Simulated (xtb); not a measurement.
Input file for xtb: GFN2-xTB on BFH3NO (SMILES NB(O)F), a point of a torsion scan.

```
$ xtb mol.xyz --gfn 2 --opt vtight --chrg 0 --uhf 0 --input xcontrol
7

N      1.04491157    -0.29421733     0.30747228
B     -0.24141413     0.52804268     0.31269127
O     -0.22939103     1.67832955     1.23057603
F     -1.54026870    -0.10613995     0.14667799
H      1.86238433     0.21813893    -0.05014302
H      0.85607487    -1.11227215    -0.31445596
H     -0.33421212     1.28267277     2.12738913
$constrain
  force constant=1.0
  dihedral: 5,1,2,4,150.0
$end
```

The log:

```
[...]
           -------------------------------------------------
          |                Calculation Setup                |
           -------------------------------------------------



           -------------------------------------------------
          |                 G F N 2 - x T B                 |
           -------------------------------------------------

        Reference                      10.1021/acs.jctc.8b01176
      * Hamiltonian:
        H0-scaling (s, p, d)           1.850000    2.230000    2.230000
        zeta-weighting                 0.500000
      * Dispersion:
        s8                             2.700000
        a1                             0.520000
        a2                             5.000000
        s9                             5.000000
      * Repulsion:
        kExp                           1.500000    1.000000
        rExp                           1.000000
      * Coulomb:
        alpha                          2.000000
        third order                    shell-resolved
        anisotropic                    true
        a3                             3.000000
        a5                             4.000000
        cn-shift                       1.200000
        cn-exp                         4.000000
        max-rad                        5.000000


          ...................................................
          :                      SETUP                      :
          :.................................................:
          :  # basis functions                  19          :
          :  # atomic orbitals                  19          :
          :  # shells                           11          :
          :  # electrons                        24          :
          :  max. iterations                   250          :
          :  Hamiltonian                  GFN2-xTB          :
          :  restarted?                      false          :
          :  GBSA solvation                  false          :
          :  PC potential                    false          :
          :  electronic temp.          300.0000000     K    :
          :  accuracy                    1.0000000          :
          :  -> integral cutoff          0.2500000E+02      :
          :  -> integral neglect         0.1000000E-07      :
          :  -> SCF convergence          0.1000000E-05 Eh   :
          :  -> wf. convergence          0.1000000E-03 e    :
          :  Broyden damping             0.4000000          :
          :  net charge                          0          :
          :  unpaired electrons                  0          :
          ...................................................

 iter      E             dE          RMSdq      gap      omega  full diag
   1    -14.4545547 -0.144546E+02  0.804E+00    5.72       0.0  T
   2    -14.5634084 -0.108854E+00  0.524E+00    3.85       1.0  T
   3    -14.5705811 -0.717264E-02  0.290E+00    5.63       1.0  T
   4    -14.6051917 -0.346106E-01  0.722E-01    4.70       1.0  T
   5    -14.6062401 -0.104840E-02  0.380E-01    5.03       1.0  T
   6    -14.6065657 -0.325556E-03  0.154E-01    4.90       1.0  T
   7    -14.6066466 -0.809107E-04  0.646E-02    4.96       1.0  T
   8    -14.6066876 -0.409928E-04  0.137E-02    4.94       2.8  T
   9    -14.6066881 -0.519687E-06  0.473E-03    4.94       8.0  T
  10    -14.6066882 -0.121843E-06  0.112E-03    4.94      33.8  T
  11    -14.6066882 -0.740225E-08  0.561E-04    4.94      67.3  T
  12    -14.6066882 -0.318977E-08  0.132E-04    4.94     285.5  T

   *** convergence criteria satisfied after 12 iterations ***

         #    Occupation            Energy/Eh            Energy/eV
      -------------------------------------------------------------
         1        2.0000           -0.7881042             -21.4454
       ...           ...                  ...                  ...
         6        2.0000           -0.5388356             -14.6625
         7        2.0000           -0.5206966             -14.1689
         8        2.0000           -0.5063605             -13.7788
         9        2.0000           -0.4889171             -13.3041
        10        2.0000           -0.4677306             -12.7276
        11        2.0000           -0.4456565             -12.1269
        12        2.0000           -0.4376833             -11.9100 (HOMO)
        13                         -0.2562094              -6.9718 (LUMO)
        14                         -0.0125833              -0.3424
        15                          0.0870095               2.3677
        16                          0.0964094               2.6234
        17                          0.1764844               4.8024
       ...                                ...                  ...
        19                          0.2425224               6.5994
      -------------------------------------------------------------
                  HL-Gap            0.1814739 Eh            4.9382 eV
             Fermi-
[...]
                0.2034323               5.5357
        17                          0.3402107               9.2576
       ...                                ...                  ...
        19                          0.5542700              15.0825
      -------------------------------------------------------------
                  HL-Gap            0.2686428 Eh            7.3101 eV
             Fermi-level           -0.2760599 Eh           -7.5120 eV

 SCC (total)                   0 d,  0 h,  0 min,  0.002 sec
 SCC setup                      ...        0 min,  0.000 sec (  3.377%)
 Dispersion                     ...        0 min,  0.000 sec (  0.982%)
 classical contributions        ...        0 min,  0.000 sec (  0.433%)
 integral evaluation            ...        0 min,  0.000 sec ( 23.819%)
 iterations                     ...        0 min,  0.000 sec ( 21.657%)
 molecular gradient             ...        0 min,  0.001 sec ( 44.675%)
 printout                       ...        0 min,  0.000 sec (  4.425%)

         :::::::::::::::::::::::::::::::::::::::::::::::::::::
         ::                     SUMMARY                     ::
         :::::::::::::::::::::::::::::::::::::::::::::::::::::
         :: total energy             -14.600826881307 Eh    ::
         :: gradient norm              0.000077882614 Eh/a0 ::
         :: HOMO-LUMO gap              7.310142675794 eV    ::
         ::.................................................::
         :: SCC energy               -14.705218431249 Eh    ::
         :: -> isotropic ES            0.082473518580 Eh    ::
         :: -> anisotropic ES          0.000437651981 Eh    ::
         :: -> anisotropic XC         -0.001847761505 Eh    ::
         :: -> dispersion             -0.002124030548 Eh    ::
         :: repulsion energy           0.104343863224 Eh    ::
         :: add. restraining           0.000047686718 Eh    ::
         :: total charge              -0.000000000000 e     ::
         :::::::::::::::::::::::::::::::::::::::::::::::::::::

           -------------------------------------------------
          |                Property Printout                |
           -------------------------------------------------

    * Orbital Energies and Occupations

         #    Occupation            Energy/Eh            Energy/eV
      -------------------------------------------------------------
         1        2.0000           -0.7858187             -21.3832
         2        2.0000           -0.6922255             -18.8364
         3        2.0000           -0.6160467             -16.7635
         4        2.0000           -0.5885135             -16.0143
         5        2.0000           -0.5416682             -14.7395
         6        2.0000           -0.5287817             -14.3889
         7        2.0000           -0.5143708             -13.9967
         8        2.0000           -0.5119711             -13.9314
         9        2.0000           -0.4817992             -13.1104
        10        2.0000           -0.4713706             -12.8266
        11        2.0000           -0.4649018             -12.6506
        12        2.0000           -0.4103813             -11.1670 (HOMO)
        13                         -0.1417385              -3.8569 (LUMO)
        14                          0.0370022               1.0069
        15                          0.1316466               3.5823
        16                          0.2034323               5.5357
        17                          0.3402107               9.2576
        18                          0.5058036              13.7636
        19                          0.5542700              15.0825
      -------------------------------------------------------------
                  HL-Gap            0.2686428 Eh            7.3101 eV
             Fermi-level           -0.2760599 Eh           -7.5120 eV

     #   Z          covCN         q      C6AA      α(0)
     1   7 N        2.562    -0.373    29.665     8.089
     2   5 B        2.349     0.508    20.459     8.623
     3   8 O        1.594    -0.471    22.314     6.375
     4   9 F        0.722    -0.342    12.824     4.229
     5   1 H        0.861     0.181     1.210     1.723
     6   1 H        0.860     0.180     1.217     1.728
     7   1 H        0.806     0.318     0.668     1.284

 Mol. C6AA /au·bohr⁶  :        444.730527
 Mol. C8AA /au·bohr⁸  :       9923.756343
 Mol. α(0) /au        :         32.050560


Wiberg/Mayer (AO) data.
largest (>0.10) Wiberg bond orders for each atom

 ---------------------------------------------------------------------------
     #   Z sym  total        # sym  WBO       # sym  WBO       # sym  WBO
 ---------------------------------------------------------------------------
     1   7 N    3.267 --     2 B    1.251     6 H    0.956     5 H    0.954
     2   5 B    3.376 --     1 N    1.251     3 O    1.167     4 F    0.943
     3   8 O    2.153 --     2 B    1.167     7 H    0.879
     4   9 F    1.039 --     2 B    0.943
     5   1 H    0.967 --     1 N    0.954
     6   1 H    0.968 --     1 N    0.956
     7   1 H    0.899 --     3 O    0.879
 ---------------------------------------------------------------------------

Topologies differ in total number of bonds
Writing topology from bond orders to xtbtopo.mol

molecular dipole:
                 x           y           z       tot (Debye)
 q only:        0.486       0.096      -0.078
   full:        0.348       0.144      -0.162       1.043
molecular quadrupole (traceless):
                xx          xy          yy          xz          yz          zz
 q only:       -0.964      -2.694       0.623      -2.780       1.394       0.342
  q+dip:       -0.978      -3.565       0.604      -4.471       1.598       0.374
   full:       -1.235      -3.509       0.715      -4.543       1.399       0.521

           -------------------------------------------------
          |                Geometry Summary                 |
           -------------------------------------------------

      molecular mass/u    :       62.8393616
   center of mass at/Å    :       -0.1751184       0.3366612       0.6254898
  moments of inertia/u·Å² :        0.4960594E+02   0.5405112E+02   0.1033465E+03
rotational constants/cm⁻¹ :        0.3398309E+00   0.3118831E+00   0.1631176E+00

 * 6 selected distances

     #   Z          #   Z                                           value/Å
     1   7 N        2   5 B                                       1.3986624 (max)
     2   5 B        3   8 O                                       1.3454283
     2   5 B        4   9 F                                       1.3526444
     1   7 N        5   1 H                                       1.0023997
     1   7 N        6   1 H                                       1.0050824
     3   8 O        7   1 H                                       0.9566230 (min)

 * 5 distinct bonds (by element types)

   Z      Z             #   av. dist./Å        max./Å        min./Å
   1 H    7 N           2     1.0037410     1.0050824     1.0023997
   5 B    7 N           1     1.3986624     1.3986624     1.3986624
   1 H    8 O           1     0.9566230     0.9566230     0.9566230
   5 B    8 O           1     1.3454283     1.3454283     1.3454283
   5 B    9 F           1     1.3526444     1.3526444     1.3526444


optimized geometry written to: xtbopt.xyz


           -------------------------------------------------
          | TOTAL ENERGY              -14.600826881307 Eh   |
          | GRADIENT NORM               0.000077882614 Eh/α |
          | HOMO-LUMO GAP               7.310142675794 eV   |
           -------------------------------------------------

------------------------------------------------------------------------
------------------------------------------------------------------------
 total:
 SCF:
 ANC optimizer:
Note: The following floating-point exceptions are signalling: IEEE_UNDERFLOW_FLAG IEEE_DENORMAL
normal termination of xtb
```

The run finished.

Warnings raised: the energy holds the restraint's term.

Cost: about 0.07 core-seconds (a rough figure).
